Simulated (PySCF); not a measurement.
Species: C₃H₁₃NSi₂.
Atom-mapped SMILES: `[CH3:1][CH:2]([CH3:3])[NH:4][SiH2:5][SiH3:6]` (hydrogens: H7, H8, H9 on C1; H10 on C2; H11, H12, H13 on C3; H14 on N4; H15, H16 on Si5; H17, H18, H19 on Si6)

The same species was optimised twice, with GFN2-xTB and with PBE0-D3(BJ)/def2-SVP (PySCF), and the same property calculations (PySCF, gas phase) were run on both structures.

| coordinate | GFN2-xTB | PBE0-D3(BJ)/def2-SVP | change |
| --- | --- | --- | --- |
| Si5–Si6 (Å) | 2.297 | 2.345 | +0.048 |
| N4–Si5 (Å) | 1.716 | 1.734 | +0.018 |
| C2–N4 (Å) | 1.445 | 1.455 | +0.010 |
| C2–C3 (Å) | 1.528 | 1.523 | -0.005 |
| C1–C2 (Å) | 1.530 | 1.527 | -0.003 |
| C1–C2–C3 (°) | 110.9 | 111.8 | +0.9 |
| C1–C2–N4 (°) | 111.7 | 112.5 | +0.8 |
| N4–Si5–Si6 (°) | 106.7 | 107.5 | +0.8 |
| C3–C2–N4 (°) | 109.7 | 110.2 | +0.5 |
| C2–N4–Si5 (°) | 124.2 | 124.5 | +0.3 |
| C1–C2–N4–Si5 (°) | -89 | -89 | 0 |
| C2–N4–Si5–Si6 (°) | -175 | -172 | +3 |

Rotational constants: A = 4840, B = 914.8, C = 851.0 MHz (GFN2-xTB) against A = 4798, B = 890.8, C = 825.5 MHz (PBE0-D3(BJ)/def2-SVP). Point groups within 0.08 Å: C1 and C1.

On the GFN2-xTB structure: HOMO (eV) -6.71 [PBE0/pcSseg-1]; LUMO (eV) -0.02 [PBE0/pcSseg-1]; dipole (D) 1.28 [PBE0/pcSseg-1]; GIAO shielding of C1/C3 (mean) (ppm) 158.4 [PBE0/pcSseg-1]; GIAO shielding of C2 (ppm) 135.1 [PBE0/pcSseg-1]; GIAO shielding of N4 (ppm) 223.0 [PBE0/pcSseg-1]; GIAO shielding of Si5 (ppm) 406.7 [PBE0/pcSseg-1]; GIAO shielding of Si6 (ppm) 471.3 [PBE0/pcSseg-1].

What do these properties become on the PBE0-D3(BJ)/def2-SVP structure?

| property | level | on GFN2-xTB | on PBE0-D3(BJ)/def2-SVP | change |
| --- | --- | --- | --- | --- |
| HOMO (eV) | PBE0/pcSseg-1 | -6.71 | -6.78 | -0.07 |
| LUMO (eV) | PBE0/pcSseg-1 | -0.02 | 0.15 | +0.17 |
| dipole (D) | PBE0/pcSseg-1 | 1.28 | 1.35 | +0.07 |
| energy, GFN2-xTB geometry as zero (kcal/mol) | PBE0/pcSseg-1 | 0.0 | -2.7 | -2.7 |
| GIAO shielding of C1/C3 (mean) (ppm) | PBE0/pcSseg-1 | 158.4 | 156.6 | -1.8 |
| GIAO shielding of C2 (ppm) | PBE0/pcSseg-1 | 135.1 | 134.0 | -1.1 |
| GIAO shielding of N4 (ppm) | PBE0/pcSseg-1 | 223.0 | 221.9 | -1.1 |
| GIAO shielding of Si5 (ppm) | PBE0/pcSseg-1 | 406.7 | 405.0 | -1.7 |
| GIAO shielding of Si6 (ppm) | PBE0/pcSseg-1 | 471.3 | 460.5 | -10.8 |

The heavy atoms differ by 0.043 Å rms after alignment. Among bonds between heavy atoms Si5–Si6 changes most (+0.048 Å). Changes are differences of the printed values. Neither structure is proved a minimum here.

Conformer computed: `[CH3:1][CH:2]([CH3:3])[NH:4][SiH2:5][SiH3:6]`: C1–C2–N4–Si5 -89°, C2–N4–Si5–Si6 -172°.
